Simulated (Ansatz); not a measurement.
Reaction (ligand exchange at a Zn–S bond): `[BH2][Zn][S][SiH3]` + H–F → `[BH2][Zn][F]` + `[SiH3]S`

Isolated molecules relaxed with PBE0-D4/def2-TZVP in Ansatz; ΔE leaves out vibrations. CCSD(T)/CBS adds triple-zeta CCSD(T) − MP2 to the extrapolated MP2 energy (def2 sets, frozen cores). This one scheme is used for every species. DFT in def2-TZVPP. For Zn outer-core shells are correlated without core-valence functions, which leaves a few kJ/mol of doubt a bond. Scalar relativity is left out up to krypton. Each species was taken in one conformer, which may not be the lowest.

| level | ΔE (kJ/mol) | difference from CCSD(T)/CBS |
| --- | --- | --- |
| PBE-D4 | 19.0 | -5.4 |
| r2SCAN-D4 | 17.8 | -6.6 |
| PBE0-D4 | 27.0 | 2.6 |
| r2SCANh-D4 | 21.1 | -3.3 |
| BHLYP-D4 | 18.1 | -6.3 |
| ωB97X-V | 11.7 | -12.7 |
| ωB97M-V | 17.0 | -7.4 |
| B2PLYP | 10.5 | -13.9 |
| BLYP | -5.4 | -29.8 |
| r2SCAN | 16.3 | -8.1 |
| BHLYP | 9.0 | -15.4 |
| CAM-B3LYP | 0.9 | -23.5 |
| CCSD/def2-TZVPP | 18.0 | -6.4 |
| CCSD(T)/def2-TZVPP | 21.3 | -3.1 |
| SCS-MP2/def2-QZVPP | 18.0 | -6.4 |
| MP2/CBS(def2) | 30.2 | 5.8 |
| CCSD(T)/CBS | 24.4 | 0 |

Largest T1 diagnostic among the species: 0.016.

The D4 term adds +8.6 kJ/mol with B3LYP and +4.8 kJ/mol with PBE0; it sums over pairs of atoms, weighted by their polarisabilities, and B3LYP, whose exchange is more repulsive, gets the larger term. From r2SCAN to r2SCAN0 (25 % exact exchange), in def2-TZVPP and without D4, ΔE moves by +7.2 kJ/mol. In def2-TZVPP, CCSD(T) changes the Hartree–Fock value by +11.4 kJ/mol (the triples alone add +3.3 kJ/mol) and MP2 by +17.3 kJ/mol.

B3LYP here is the variant with VWN-RPA as its local correlation; programs differ in this.
